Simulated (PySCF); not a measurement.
Q: Give a PBE0-D3(BJ)/def2-SVP geometry of `C[S][AlH][SbH2]`.

A: 
```
atom  x, y, z in Å
C1    -1.4959    0.2178    0.7419
S2    -1.4010   -1.0622   -0.5544
Al3    0.6508   -1.0683   -1.2830
Sb4    2.5497    0.5434   -0.3368
H5    -2.2404    0.9674    0.4406
H6    -1.8232   -0.2536    1.6782
H7    -0.5313    0.7159    0.9070
H8     0.8890   -2.1309   -2.4375
H9     1.4416    1.8553   -0.4362
H10    2.0112    0.1945    1.2589
```

Any rigid rotation of these coordinates is as good. Atoms count from 1 in this order. Sb4 (antimony bonded to Al and 2 H) is pyramidal (angles 90.4°, 89.1° and 89.0°, sum 268.4°, 1.11 Å off the plane of its three neighbours). Al3 (aluminium bonded to S, Sb and H) is planar (angles 123.8°, 123.4° and 112.7°, sum 360.0°, 0.00 Å off the plane of its three neighbours). The 4 heavy atoms lie in one plane (0.003 Å rms).

Bonds between heavy atoms (Å): C1–S2 1.824, S2–Al3 2.177, Al3–Sb4 2.664.

Level of theory: PBE0-D3(BJ)/def2-SVP geometry optimisation, gas phase, def2 core potentials past Kr in PySCF 2.14.0.

Point group: Cs (every atom within 0.08 Å of its image). No PBE0-D3(BJ)/def2-SVP frequencies stand behind this structure, so it isn't proved a minimum. One conformer, not necessarily the lowest (C1–S2–Al3–Sb4 0°, S2–Al3–Sb4–H -46° and 44°).

On one thread, AMD EPYC 9R45 (x86_64), shared host with 96 logical CPUs at a one-minute load of 54, this took 23 s of wall time and 0.45 GiB of memory at its peak. These figures are those of the optimisation.
